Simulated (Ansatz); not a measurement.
C9H6N4, SMILES C1=CC2=NC=NC3=NC=CC(=C1)N23. Atoms are numbered in the order given.

```xyz
19

C     -0.7511    -2.6607     0.0000
C      0.5921    -2.3286     0.0000
C      0.9938    -0.9839     0.0000
N      2.2887    -0.6500     0.0000
C      2.5682     0.6431     0.0000
N      1.7190     1.6509     0.0000
C      0.4092     1.3693     0.0000
N     -0.4763     2.3425     0.0000
C     -1.7798     2.0380     0.0000
C     -2.2683     0.7573     0.0000
C     -1.3497    -0.3212     0.0000
C     -1.7231    -1.6690     0.0000
N      0.0030     0.0064     0.0000
H     -1.0493    -3.7118     0.0000
H      1.3899    -3.0692     0.0000
H      3.6339     0.9071     0.0000
H     -2.4696     2.8896     0.0000
H     -3.3357     0.5402     0.0000
H     -2.7867    -1.9048     0.0000
```
Charge 0, spin multiplicity 1.

Geometry: PBE0-D3(BJ)/def2-SVP.

Two levels are set side by side: PBE-D3(BJ)/def2-SVP (Ansatz, an electronic-structure program) and PBE0-D3(BJ)/def2-SVP (Ansatz). Each level has its own optimised geometry; the coordinates shown are those of the second. Differences are taken from unrounded values.

```
quantity              PBE0-D3(BJ)
--------------------  -----------
mean bond length (Å)        1.291
bond C1–C2 (Å)              1.384
bond C1–C12 (Å)             1.389
bond C2–C3 (Å)              1.403
bond C3–N4 (Å)              1.337
bond C3–N13 (Å)             1.401
bond N4–C5 (Å)              1.323
bond C5–N6 (Å)              1.318
bond N6–C7 (Å)              1.340
bond C7–N8 (Å)              1.316
bond C7–N13 (Å)             1.422
bond N8–C9 (Å)              1.339
bond C9–C10 (Å)             1.371
bond C10–C11 (Å)            1.417
bond C11–C12 (Å)            1.399
bond C11–N13 (Å)            1.392
bond C1–H14 (Å)             1.093
```

Question: What does PBE-D3(BJ) give, and how far is it from PBE0-D3(BJ)? (The exact figures need the calculation; the answer reports its results.)

Answer: 
```tsv
quantity	PBE-D3(BJ)	PBE-D3(BJ) minus PBE0-D3(BJ)
mean bond length (Å)	1.301	0.011
bond C1–C2 (Å)	1.395	0.011
bond C1–C12 (Å)	1.397	0.009
bond C2–C3 (Å)	1.413	0.009
bond C3–N4 (Å)	1.349	0.012
bond C3–N13 (Å)	1.415	0.014
bond N4–C5 (Å)	1.335	0.012
bond C5–N6 (Å)	1.332	0.014
bond N6–C7 (Å)	1.350	0.010
bond C7–N8 (Å)	1.330	0.014
bond C7–N13 (Å)	1.438	0.016
bond N8–C9 (Å)	1.349	0.010
bond C9–C10 (Å)	1.383	0.012
bond C10–C11 (Å)	1.424	0.008
bond C11–C12 (Å)	1.410	0.012
bond C11–N13 (Å)	1.404	0.012
bond C1–H14 (Å)	1.100	0.008
```

Exact exchange shortens and stiffens bonds; PBE has none. Differences between two approximate levels are no errors against the true value.
